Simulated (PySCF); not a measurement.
ClGaH3N, SMILES [NH2][GaH][Cl]. Atoms are numbered in the order given.

```xyz
6

Ga    -0.4019    -0.3846     0.0000
H     -1.9208    -0.6736     0.0000
Cl     0.3150     1.6404     0.0000
N      0.9114    -1.6157     0.0000
H      1.8872    -1.3728     0.0000
H      0.7559    -2.6086     0.0000
```

Geometry: PBE0-D3(BJ)/def2-TZVP. One conformer was computed; it need not be the lowest.

Computed with IEF-PCM-PBE0/def2-SVP (PySCF 2.14.0).

The values are the electrostatic part of the solvation free energy, E(continuum) − E(gas) at the gas-phase geometry, in a cavity of scaled van der Waals radii (PySCF's table); cavitation and dispersion terms are not included. A continuum can't describe solvent molecules that bind to the metal. In vacuum the orbital gap is 7.07 eV. The dipole moment in vacuum is 2.67 D.

| solvent | ε | ΔG(elec) (kcal/mol) | dipole (D) | gap (eV) |
|---|---|---|---|---|
| water | 78.36 | -4.6 | 3.32 | 7.11 |
| dichloromethane | 8.93 | -3.9 | 3.23 | 7.10 |
| 2-propanol | 19.26 | -4.3 | 3.28 | 7.10 |
